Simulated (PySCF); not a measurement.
A table of computed molecular properties with gaps.

| no. | species (SMILES) | atoms | electrons | dipole moment (D) | HOMO energy (eV) | LUMO energy (eV) | lowest singlet excitation (eV) | static isotropic polarisability (au) |
| --- | --- | --- | --- | --- | --- | --- | --- | --- |
| 1 | FC[C@H]([SiH3])C#C[SiH2]F | 16 | 78 | 1.76 | -7.89 | -0.84 | ? | 102.3 |
| 2 | C=C[C@H]1CCC=N1 | 16 | 52 | 2.22 | -7.32 | -0.22 | ? | 75.9 |
| 3 | F[C@@H]1[C@@H]2C[C@@H]2C[C@H]1F | 16 | 62 | 2.71 | -8.49 | 0.69 | ? | 65.1 |
| 4 | CC/C(=C/F)[S@@](C)=O | 17 | 72 | 3.30 | -6.87 | -0.63 | ? | 85.9 |
| 5 | F[C@@H]1C[C@@H](F)[C@H]2C[C@H]21 | 16 | 62 | 1.32 | -8.54 | ? | 8.10 | 65.3 |

Levels: PBE0/def2-SVPD for dipole moment, HOMO energy, LUMO energy and static isotropic polarisability; TDDFT PBE0/def2-SVPD for lowest singlet excitation. Geometries: GFN2-xTB. Each SMILES stands for a single optimised conformer of the isolated species, non-relativistic unless stated; the electronic structure was computed with PySCF and density fitting.

The conformers computed, where there is a choice (atom-mapped SMILES and torsion angles):
- `[F:1][CH2:2][C@H:3]([SiH3:4])[C:5]#[C:6][SiH2:7][F:8]`: F1–C2–C3–Si4 -55°
- `[CH3:1][CH2:2]/[C:3](=[CH:4]/[F:5])[S@@:6]([CH3:7])=[O:8]`: C1–C2–C3–C4 -69°, C2–C3–S6–C7 -101°

The conformers of `C=C[C@H]1CCC=N1`, `F[C@@H]1[C@@H]2C[C@@H]2C[C@H]1F` and `F[C@@H]1C[C@@H](F)[C@H]2C[C@H]21` aren't listed.

Task: Row 1: the lowest singlet excitation?

Result: 5.40 eV.

Task: Row 2: the lowest singlet excitation?

Result: 5.31 eV.

Task: What is the lowest singlet excitation in row 3?

Result: 7.91 eV.

Task: What is the lowest singlet excitation in row 4?

Result: 5.08 eV.

Task: Row 5: the LUMO energy?

Result: 0.76 eV.

Task: In the completed table, which rows hold the lowest and the highest static isotropic polarisability, and what is the mean?

Result: Row 3 the lowest (65.1 au), row 1 the highest (102.3 au); the mean over the 5 rows is 78.9 au.

Task: In the completed table, which rows hold the lowest and the highest dipole moment, and what is the mean?

Result: Row 5 the lowest (1.32 D), row 4 the highest (3.30 D); the mean over the 5 rows is 2.26 D.

Task: What is the polarisability for each electron, row by row?

Result: row 1: 1.31, row 2: 1.46, row 3: 1.05, row 4: 1.19, row 5: 1.05 au.

Task: What is the HOMO–LUMO gap, row by row?

Result: row 1: 7.05, row 2: 7.10, row 3: 9.18, row 4: 6.24, row 5: 9.30 eV.
